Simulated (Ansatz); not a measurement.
Relaxation of CH3AlClFSSi (9 atoms, charge 0, multiplicity 1), to a largest force component of 0.02 eV/Å in at most 50 steps.

Computed with RHF/STO-3G (Ansatz).

```xyz
9
Properties=species:S:1:pos:R:3
F 0.681 -1.823 -1.483
Si 0.716 -0.388 -0.550
C -0.130 -0.636 1.091
S -1.630 0.236 0.977
Al -1.007 1.075 -1.036
Cl -0.948 3.162 -1.810
H 2.098 0.190 -0.452
H -2.202 0.253 2.233
H -0.247 -1.701 1.347
```

Problem. Where does it end, and by what steps?

Solution. The forces met the threshold. Limits of this set-up: minimal basis. After 12 steps the energy has fallen by 2.472 eV; H8 moved furthest, 0.88 Å.

```json
{"step": "0", "energy less start (eV)": "0.0000", "largest force component (eV/Å)": "4.394", "accepted": "yes"}
{"step": "1", "energy less start (eV)": "-1.1874", "largest force component (eV/Å)": "2.859", "accepted": "yes"}
{"step": "2", "energy less start (eV)": "-1.7735", "largest force component (eV/Å)": "2.056", "accepted": "yes"}
{"step": "3", "energy less start (eV)": "-2.1420", "largest force component (eV/Å)": "1.525", "accepted": "yes"}
{"step": "4", "energy less start (eV)": "-2.3878", "largest force component (eV/Å)": "1.008", "accepted": "yes"}
{"step": "5", "energy less start (eV)": "-2.4451", "largest force component (eV/Å)": "0.796", "accepted": "yes"}
{"step": "6", "energy less start (eV)": "-2.4625", "largest force component (eV/Å)": "0.261", "accepted": "yes"}
{"step": "7", "energy less start (eV)": "-2.4696", "largest force component (eV/Å)": "0.152", "accepted": "yes"}
{"step": "8", "energy less start (eV)": "-2.4710", "largest force component (eV/Å)": "0.063", "accepted": "yes"}
{"step": "9", "energy less start (eV)": "-2.4716", "largest force component (eV/Å)": "0.047", "accepted": "yes"}
{"step": "10", "energy less start (eV)": "-2.4719", "largest force component (eV/Å)": "0.049", "accepted": "yes"}
{"step": "11", "energy less start (eV)": "-2.4720", "largest force component (eV/Å)": "0.030", "accepted": "yes"}
{"step": "12", "energy less start (eV)": "-2.4721", "largest force component (eV/Å)": "0.019", "accepted": "yes"}
```

```xyz
9
Properties=species:S:1:pos:R:3
F 0.743 -1.655 -1.621
Si 0.810 -0.490 -0.478
C -0.054 -0.698 1.175
S -1.828 0.030 0.755
Al -0.729 1.146 -0.798
Cl -1.534 2.957 -1.409
H 2.183 -0.107 -0.404
H -1.957 0.931 1.729
H -0.302 -1.748 1.366
```

Run time: 28 s on 1 CPU thread of a shared host.
